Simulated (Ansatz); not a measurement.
The cluster B4F2. Charge 0, multiplicity 1. Geometry PBE-D4/def2-SVP; atoms count from 1.

```tsv
atom	x (Å)	y (Å)	z (Å)
B1	0.781	-0.747	0.432
B2	-0.948	-0.534	-0.083
B3	-0.346	-1.815	0.466
B4	-0.831	0.945	-0.505
F5	-0.525	2.157	-0.797
F6	1.869	-0.006	0.488
```

The restricted singlet is unstable towards broken spin symmetry at other levels; at PBE0-D4/def2-TZVP this wasn't settled. The geometry of the singlet was relaxed on an unsound state (restricted singlet, unstable towards broken spin symmetry at other levels and untested here). Another isomer (singlet) lies 0.46 eV lower at PBE0-D4/def2-TZVP; other spin states weren't run for this one.

Estimate the Mulliken populations from the PBE0/def2-TZVP orbitals of Ansatz.


| atom | charge (e) |
| --- | --- |
| B1 | 0.37 |
| B2 | -0.15 |
| B3 | -0.30 |
| B4 | 0.46 |
| F5 | -0.14 |
| F6 | -0.23 |
Mulliken values and Mayer orders depend strongly on the basis.

And the Mayer bond orders between bonded heavy atoms (over 0.3)?

B1–B2 0.75 (1.82 Å); B1–B3 1.40 (1.55 Å); B1–F6 1.21 (1.32 Å); B2–B3 1.48 (1.52 Å); B2–B4 1.29 (1.54 Å); B4–F5 1.35 (1.28 Å). Values over 0.3 also appear between atoms too far apart for a bond (B3–B4 0.42 at 2.97 Å); they arise where an orbital or an unpaired electron spreads over both atoms.
